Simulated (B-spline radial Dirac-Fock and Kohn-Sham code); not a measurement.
## The M5-N67N67 Auger spectrum of W⁶⁺

System: tungsten as W⁶⁺ in the configuration [Xe] 4f14.

The run's input, task.json:

```json
{"items": [{
  "Z": 74,
  "q": 6,
  "cfg": [[1, 0, 2], [2, 0, 2], [2, 1, 6], [3, 0, 2], [3, 1, 6], [3, 2, 10], [4, 0, 2], [4, 1, 6], [4, 2, 10], [4, 3, 14], [5, 0, 2], [5, 1, 6]],
  "A": 184,
  "rrms": 5.3658,
  "do": ["binding", "quiet", "double"]
}]}
```

Launch: `python xray_run.py task.json out`

Method: Dirac-Fock (average of configuration) total-energy differences with a finite nucleus, the Breit interaction including its frequency dependence, and self-energy and vacuum-polarisation corrections. Computed with a B-spline atomic structure program. The two-hole levels come from diagonalising the Coulomb interaction among the jj configurations; intensities are independent-particle Coulomb rates. Kinetic energies are from the vacuum level. Correlation and solid-state effects are left out.

| kinetic energy (eV) | J | leading jj holes (weight) | leading LS term (weight) | intensity (%) |
| --- | --- | --- | --- | --- |
| 1616.3 | 0 | N6N6 (0.71) | ¹S0 (0.92) | 0.4 |
| 1623.9 | 2 | N6N6 (0.57) | ³P2 (0.58) | 1.0 |
| 1624.3 | 1 | N6N7 (1.00) | ³P1 (1.00) | 0.3 |
| 1624.7 | 0 | N7N7 (0.71) | ³P0 (0.92) | 0.2 |
| 1625.1 | 6 | N6N7 (0.92) | ¹I6 (0.99) | 46.1 |
| 1626.3 | 2 | N7N7 (0.41) | ³P2 (0.40) | 1.3 |
| 1627.7 | 4 | N6N6 (0.89) | ¹G4 (0.48) | 1.0 |
| 1629.2 | 2 | N7N7 (0.58) | ³F2 (0.71) | 3.5 |
| 1629.2 | 3 | N6N7 (1.00) | ³F3 (1.00) | 2.7 |
| 1629.6 | 4 | N6N7 (0.89) | ³H4 (0.50) | 6.1 |
| 1630.5 | 5 | N6N7 (1.00) | ³H5 (1.00) | 9.2 |
| 1631.4 | 4 | N7N7 (0.99) | ³F4 (0.58) | 9.4 |
| 1632.5 | 6 | N7N7 (0.92) | ³H6 (0.99) | 18.7 |

The strongest line, by its leading LS label ¹I6, lies at 1625.1 eV. The mean weight of the leading component is 0.81 in jj and 0.77 in LS coupling, so jj labels describe these levels better.
